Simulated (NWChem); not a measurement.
Program: NWChem. System: HCl2Ga, charge 0, spin multiplicity 1, at a geometry optimised with PBE0/def2-SVP. The structure started from a generated list of species. Level: EOM-CCSD/def2-SVPD, 19 core orbitals frozen.

Part of the output:

```
             Northwest Computational Chemistry Package (NWChem) 7.3.0
             --------------------------------------------------------

                                NWChem Input Module
                                -------------------

 Scaling coordinates for geometry "geometry" by  1.889725989
 (inverse scale =  0.529177249)

 Turning off AUTOSYM since
 SYMMETRY directive was detected!

                             Geometry "geometry" -> ""
                             -------------------------

 Output coordinates in angstroms (scale by  1.889725989 to convert to a.u.)

  No.       Tag          Charge          X              Y              Z
 ---- ---------------- ---------- -------------- -------------- --------------
    1 Ga                  31.0000     0.00000000     0.00000000     0.56563000
    2 H                    1.0000     0.00000000     0.00000000     2.11304400
    3 Cl                  17.0000    -1.80535500     0.00000000    -0.57787000
    4 Cl                  17.0000     1.80535500     0.00000000    -0.57787000

 Effective nuclear repulsion energy (a.u.)     319.5031044815

            Nuclear Dipole moment (a.u.)
            ----------------------------
        X                 Y               Z
 ---------------- ---------------- ----------------
     0.0000000000     0.0000000000    -0.0000113384

      Symmetry information
      --------------------

 Group name             C2v
 Group number             16
 Group order               4
 No. of unique centers     3

      Symmetry unique atoms

     1    2    3


 Summary of "ao basis" -> "" (spherical)
 ------------------------------------------------------------------------------
       Tag                 Description            Shells   Functions and Types
 ---------------- ------------------------------  ------  ---------------------
 *                         def2-svpd                  on all atoms

 Summary of "ao basis" -> "ao basis" (spherical)
 ------------------------------------------------------------------------------
       Tag                 Description            Shells   Functions and Types
 ---------------- ------------------------------  ------  ---------------------
 Ga                        def2-svpd                14       38   6s4p4d
 H                         def2-svpd                 4        8   2s2p
 Cl                        def2-svpd                11       27   5s4p2d

                                 NWChem SCF Module
                                 -----------------

  ao basis        = "ao basis"
  functions       =   100
  atoms           =     4
  closed shells   =    33
  open shells     =     0
  charge          =   0.00
  wavefunction    = RHF
  use symmetry    = T
  symmetry adapt  = T

 Summary of "ao basis" -> "ao basis" (spherical)
 ------------------------------------------------------------------------------
       Tag                 Description            Shells   Functions and Types
 ---------------- ------------------------------  ------  ---------------------
 Ga                        def2-svpd                14       38   6s4p4d
 H                         def2-svpd                 4        8   2s2p
 Cl                        def2-svpd                11       27   5s4p2d

      Symmetry analysis of basis
      --------------------------

        a1         41
        a2         12
        b1         29
        b2         18

 Forming initial guess at       0.0s

      Superposition of Atomic Density Guess
      -------------------------------------

 Sum of atomic energies:       -2842.13447767

      Non-variational initial energy
      ------------------------------

 Total energy =   -2842.592085
 1-e energy   =   -4592.073739
 2-e energy   =    1429.978550
 HOMO         =      -0.400152
 LUMO         =       0.002953

      Symmetry analysis of molecular orbitals - initial
      -------------------------------------------------

  Numbering of irreducible representations:

     1 a1          2 a2          3 b1          4 b2

  Orbital symmetries:

     1 a1          2 a1          3 b1          4 a1          5 a1
     6 b1          7 b2          8 a1          9 b1         10 a1
    11 b1         12 a1         13 b2         14 b1         15 a2
[...]
 Iteration  11 using   11 trial vectors
   0.0012248489357   0.2467225614098    6.71367     0.4     0.4

 Iteration  12 using   12 trial vectors
   0.0006069750355   0.2467229079318    6.71367     0.4     0.4

 Iteration  13 using   13 trial vectors
   0.0003020528687   0.2467223164080    6.71366     0.4     0.4

 Iteration  14 using   14 trial vectors
   0.0001354459487   0.2467212009214    6.71363     0.4     0.4

 Iteration  15 using   15 trial vectors
   0.0000751409182   0.2467213870131    6.71363     0.4     0.4

 Iteration  16 using   16 trial vectors
   0.0000578534952   0.2467214926380    6.71364     0.4     0.4

 Iteration  17 using   17 trial vectors
   0.0000449386747   0.2467212836454    6.71363     0.4     0.4

 Iteration  18 using   18 trial vectors
   0.0000280674404   0.2467213401732    6.71363     0.4     0.4

 Iteration  19 using   19 trial vectors
   0.0000156445605   0.2467214190162    6.71363     0.4     0.4

 Iteration  20 using   20 trial vectors
   0.0000084973183   0.2467214103990    6.71363     0.4     0.4
 --------------------------------------------------------------
 Iterations converged
 ------------------

 Excited state root  1
 Excitation energy / hartree =        0.246721410399007
                   / eV      =        6.713634024718051
 largest EOMCCSD amplitudes: R1 and R2

 Singles contributions
    34b2  (alpha) ---    32b1  (alpha)       -0.8956623449
    40b2  (alpha) ---    32b1  (alpha)       -0.1808076791
    42b2  (alpha) ---    32b1  (alpha)        0.1015813936

 Doubles contributions

 =========================================
 Excited-state calculation ( b1  symmetry)
 =========================================
 Dim. of EOMCC iter. space      500

 EOMCCSD SOLVER TYPE  1
  maxdiff =   0.50694748437430137

 No. of initial right vectors    2

 EOM-CCSD right-hand side iterations
 --------------------------------------------------------------
      Residuum       Omega / hartree  Omega / eV    Cpu    Wall
 --------------------------------------------------------------

 Iteration   1 using    2 trial vectors
   0.4945852338221   0.3925840117403   10.68276     1.0     1.0

 Iteration   2 using    3 trial vectors
   0.1101044055934   0.2759976625344    7.51028     0.4     0.4

 Iteration   3 using    4 trial vectors
   0.0603393246073   0.2680455445436    7.29389     0.4     0.4

 Iteration   4 using    5 trial vectors
   0.0353852524979   0.2646634094446    7.20186     0.4     0.4

 Iteration   5 using    6 trial vectors
   0.0212550467866   0.2629569683581    7.15543     0.4     0.4

 Iteration   6 using    7 trial vectors
   0.0130455658868   0.2624186363377    7.14078     0.4     0.4

 Iteration   7 using    8 trial vectors
   0.0108471507909   0.2624320999579    7.14114     0.4     0.4

 Iteration   8 using    9 trial vectors
   0.0097395111424   0.2622934963375    7.13737     0.4     0.4

 Iteration   9 using   10 trial vectors
   0.0089551607613   0.2621456335276    7.13335     0.4     0.4

 Iteration  10 using   11 trial vectors
   0.0074385123165   0.2620629448813    7.13110     0.4     0.4

 Iteration  11 using   12 trial vectors
   0.0069956765012   0.2619728486804    7.12865     0.4     0.4

 Iteration  12 using   13 trial vectors
   0.0060783884388   0.2619049617577    7.12680     0.4     0.4

 Iteration  13 using   14 trial vectors
   0.0034193887217   0.2618986360108    7.12663     0.4     0.4

 Iteration  14 using   15 trial vectors
   0.0016269567858   0.2618877637299    7.12633     0.4     0.4

 Iteration  15 using   16 trial vectors
   0.0008048152925   0.2618876761345    7.12633     0.4     0.4

 Iteration  16 using   17 trial vectors
   0.0003751217923   0.2618889142746    7.12636     0.4     0.4

 Iteration  17 using   18 trial vectors
   0.0001613173486   0.2618879585487    7.12634     0.4     0.4

 Iteration  18 using   19 trial vectors
   0.0000749155705   0.2618877977920    7.12633     0.4     0.4

 Iteration  19 using   20 trial vectors
   0.0000447021968   0.2618880846986    7.12634     0.4     0.4

 Iteration  20 using   21 trial vectors
   0.0000275165741   0.2618881332375    7.12634     0.4     0.4

 Iteration  21 using   22 trial vectors
   0.0000156562010   0.2618880411289    7.12634     0.4     0.4

 Iteration  22 using   23 trial vectors
   0.0000089887735   0.2618880093431    7.12634     0.4     0.4
 --------------------------------------------------------------
 Iterations converged
 ------------------

 Excited state root  1
 Excitation energy / hartree =        0.261888009343116
                   / eV      =        7.126338356076043
 largest EOMCCSD amplitudes: R1 and R2

 Singles contributions
    35a1  (alpha) ---    32b1  (alpha)        0.1737848197
    36a1  (alpha) ---    32b1  (alpha)       -0.2168788281
    46a1  (alpha) ---    32b1  (alpha)       -0.1037521326
    34b2  (alpha) ---    31a2  (alpha)       -0.8403617276
    40b2  (alpha) ---    31a2  (alpha)       -0.1683478459

 Doubles contributions

 =========================================
 Excited-state calculation ( b2  symmetry)
 =========================================
 Dim. of EOMCC iter. space      500

 EOMCCSD SOLVER TYPE  1
  maxdiff =   0.49730406916946884

 No. of initial right vectors    1

 EOM-CCSD right-hand side iterations
 --------------------------------------------------------------
      Residuum       Omega / hartree  Omega / eV    Cpu    Wall
 --------------------------------------------------------------

 Iteration   1 using    1 trial vectors
   0.4946921859098   0.3532496704211    9.61242     0.6     0.6

 Iteration   2 using    2 trial vectors
   0.1188537202578   0.2494758811990    6.78859     0.4     0.4

 Iteration   3 using    3 trial vectors
   0.0592206878804   0.2423963399010    6.59594     0.4     0.4

 Iteration   4 using    4 trial vectors
   0.0307288071798   0.2401597254935    6.53508     0.4     0.4

 Iteration   5 using    5 trial vectors
   0.0161064294121   0.2390420221775    6.50467     0.4     0.4

 Iteration   6 using    6 trial vectors
   0.0079324730415   0.2387069954268    6.49555     0.4     0.4

 Iteration   7 using    7 trial vectors
   0.0051886251543   0.2387035055523    6.49546     0.4     0.4

 Iteration   8 using    8 trial vectors
   0.0043920677670   0.2386627476509    6.49435     0.4     0.4

 Iteration   9 using    9 trial vectors
   0.0032386001149   0.2386754432053    6.49469     0.4     0.4

 Iteration  10 using   10 trial vectors
   0.0016198669550   0.2386617447019    6.49432     0.4     0.4

 Iteration  11 using   11 trial vectors
   0.0006666591079   0.2386519592693    6.49405     0.4     0.4

 Iteration  12 using   12 trial vectors
   0.0002725600577   0.2386505087907    6.49401     0.4     0.4

 Iteration  13 using   13 trial vectors
   0.0001287904671   0.2386502450419    6.49401     0.4     0.4

 Iteration  14 using   14 trial vectors
   0.0000567129181   0.2386501323331    6.49400     0.4     0.4

 Iteration  15 using   15 trial vectors
   0.0000254588881   0.2386502286936    6.49401     0.4     0.4

 Iteration  16 using   16 trial vectors
   0.0000125379157   0.2386502509038    6.49401     0.4     0.4

 Iteration  17 using   17 trial vectors
   0.0000075437453   0.2386502323875    6.49401     0.4     0.4
 --------------------------------------------------------------
 Iterations converged
 ------------------

 Excited state root  1
 Excitation energy / hartree =        0.238650232387525
                   / eV      =        6.494006002854004
 largest EOMCCSD amplitudes: R1 and R2

 Singles contributions
    34b2  (alpha) ---    33a1  (alpha)       -0.8947357563
    40b2  (alpha) ---    33a1  (alpha)       -0.1621381517

 Doubles contributions

 Task  times  cpu:       51.0s     wall:       51.0s

 Total times  cpu:       51.0s     wall:       51.0s
```

**Question.** Write an NWChem input that would produce this output.

**Answer.** Several could match; the one computed here: 
```
start mol
memory heap 100 mb stack 700 mb global 1900 mb
geometry units angstroms nocenter noautoz
  Ga     0.000000     0.000000     0.565630
  H      0.000000     0.000000     2.113044
  Cl    -1.805355     0.000000    -0.577870
  Cl     1.805355     0.000000    -0.577870
  symmetry group C2v
end
basis spherical
  * library def2-svpd
end
scf
  rhf
  nopen 0
  maxiter 100
  thresh 1e-7
  semidirect memsize 60000000 filesize 0
end
tce
  freeze core 19
  ccsd
  nroots 1
  2eorb
  2emet 13
  thresh 1e-5
  maxiter 200
  tilesize 24
end
task tce energy
```
